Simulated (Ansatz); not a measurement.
One change: `OC(F)[TeH]` becomes `O[SiH](F)[TeH]`.

Ansatz, PBE0-D4/def2-TZVP geometries, multiplicity 1. Each molecule was computed in one conformer, which needn't be the lowest.

Elements past krypton have def2 core potentials.

```csv
property,`OC(F)[TeH]`
LUMO energy (PBE0/def2-TZVPP) / eV,-1.13
HOMO–LUMO gap (PBE/def2-TZVPP) / eV,3.59
HOMO–LUMO gap (B3LYP/def2-TZVPP) / eV,5.01
zero-point energy (PBE0-D4/def2-TZVP) / kJ/mol,108.5
HOMO–LUMO gap (ωB97M-V/def2-TZVPP) / eV,9.46
HOMO energy (PBE0/def2-TZVPP) / eV,-6.61
```

**Question.** What does the change do to each property? (An estimate is asked.)

**Answer.** Computed: 
```json
{"property": "LUMO energy (PBE0/def2-TZVPP) / eV", "`O[SiH](F)[TeH]`": "-0.84", "shift": "0.29"}
{"property": "HOMO–LUMO gap (PBE/def2-TZVPP) / eV", "`O[SiH](F)[TeH]`": "4.13", "shift": "0.54"}
{"property": "HOMO–LUMO gap (B3LYP/def2-TZVPP) / eV", "`O[SiH](F)[TeH]`": "5.53", "shift": "0.52"}
{"property": "zero-point energy (PBE0-D4/def2-TZVP) / kJ/mol", "`O[SiH](F)[TeH]`": "87.9", "shift": "-20.6"}
{"property": "HOMO–LUMO gap (ωB97M-V/def2-TZVPP) / eV", "`O[SiH](F)[TeH]`": "9.91", "shift": "0.45"}
{"property": "HOMO energy (PBE0/def2-TZVPP) / eV", "`O[SiH](F)[TeH]`": "-6.83", "shift": "-0.22"}
```

With PBE0 the HOMO falls by 0.22 eV and the LUMO rises by 0.29 eV, so the gap widens by about 0.51 eV. PBE moves the HOMO by -0.24 eV and ωB97M-V by -0.17 eV.

B3LYP here is the variant with VWN-RPA as its local correlation; programs differ in this.

Spin–orbit coupling is left out; it splits and shifts lone-pair levels of the heavy atoms by tenths of an eV.
